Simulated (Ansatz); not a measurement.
`[SiH3][As]1C[SiH2]1` + `N=C(F)F` → `FC(F)=N[SiH3]` + `C1[SiH2][AsH]1`  (cleavage of the Si–As bond)

Program: Ansatz. Geometries: PBE0-D4/def2-TZVP. ΔE: electronic, gas phase. CBS: MP2 limit from def2 TZ/QZ plus the TZ coupled-cluster correction, frozen cores. Functionals use def2-TZVPP. HSE06 is defined as in plane-wave codes. For As outer-core shells are correlated without core-valence functions, which leaves a few kJ/mol of doubt a bond. Scalar relativity is left out up to krypton. One conformer a species, not always the lowest.

Problem. Is it downhill or uphill in electronic energy at CCSD(T)/CBS, and by how much? (An estimate is asked.)

Solution. Ansatz gave: Downhill: ΔE = -0.08 eV.

Problem. What do these levels give: PBE0-D4, HSE06-D4, B2PLYP, PBE-QIDH, BLYP, r2SCAN0, BHLYP, MP2/def2-SVP, MP2/def2-TZVPP, CCSD/def2-TZVPP, HF/CBS(def2), CCSD/CBS(def2)? (Estimate.)

Solution. The calculation gave: PBE0-D4 -0.01, HSE06-D4 -0.01, B2PLYP -0.18, PBE-QIDH -0.07, BLYP -0.22, r2SCAN0 -0.10, BHLYP -0.25, MP2/def2-SVP -0.09, MP2/def2-TZVPP -0.08, CCSD/def2-TZVPP -0.13, HF/CBS(def2) -0.34, CCSD/CBS(def2) -0.11 eV.

Largest T1 diagnostic among the species: 0.013.

Leaving LDA and LC-ωPBE aside and taking each functional with its dispersion term where it has one, the values, not all of them listed here, spread over 0.23 eV, from CAM-B3LYP-D4 to revPBE-D4. From BLYP to BHLYP (50 % exact exchange), in def2-TZVPP and without D4, ΔE moves by −0.03 eV. The D4 term adds +0.08 eV with B3LYP and +0.04 eV with PBE0; it sums over pairs of atoms, weighted by their polarisabilities, and B3LYP, whose exchange is more repulsive, gets the larger term.

B3LYP here is the variant with VWN-RPA as its local correlation; programs differ in this.
